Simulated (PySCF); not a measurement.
A side-by-side comparison of computed properties.

First species: C4H10SSi2.
Geometry (GFN2-xTB, Å), atoms numbered from 1 in this order:
```xyz
17
C4H10SSi2 angstrom
C     -1.2066    1.9480    0.1905
C     -0.0731    1.0144    0.4470
S      1.2648    1.5609    1.2241
C     -0.2054   -0.3654    0.0494
Si    -1.9450   -1.1090   -0.1356
C      0.8766   -1.1276   -0.1978
Si     2.7010   -0.6310   -0.2019
H     -2.0661    1.6722    0.8030
H     -1.5147    1.8937   -0.8534
H     -0.9178    2.9681    0.4323
H     -2.6085   -0.5241   -1.3042
H     -1.7969   -2.5521   -0.3123
H     -2.7266   -0.8238    1.0701
H      0.6924   -2.1618   -0.4610
H      3.2552   -0.7102    1.1453
H      3.3318   -1.6804   -1.0220
H      2.9318    0.6401   -0.8833
```

Second species: C7H10F2O2.
InChI=1S/C7H10F2O2/c1-11-7-4(8)2-3-5(10)6(7)9/h4,6-7H,2-3H2,1H3/t4-,6-,7+/m0/s1

Levels: PBE0/pcSseg-1 for HOMO energy, LUMO energy and HOMO–LUMO gap. Geometries: GFN2-xTB. Each species is one conformer at its optimised geometry, gas phase, non-relativistic unless stated; the electronic structure was computed with PySCF and density fitting.

The conformers computed, where there is a choice (atom-mapped SMILES and torsion angles):
- `[CH3:1][C:2](=[S:3])/[C:4]([SiH3:5])=[CH:6]\[SiH3:7]`: C1–C2–C4–Si5 -24°

The conformers of `CO[C@@H]1[C@@H](F)CCC(=O)[C@@H]1F` aren't listed.

Values for the first species:

* HOMO energy: -6.57 eV
* LUMO energy: -2.80 eV
* HOMO–LUMO gap: 3.77 eV

Estimate the same properties for the second species, and the change in each.

| property | first | second | second less first |
| --- | --- | --- | --- |
| HOMO energy | -6.57 eV | -7.41 eV | -0.84 eV |
| LUMO energy | -2.80 eV | -0.70 eV | +2.10 eV |
| HOMO–LUMO gap | 3.77 eV | 6.71 eV | +2.94 eV |

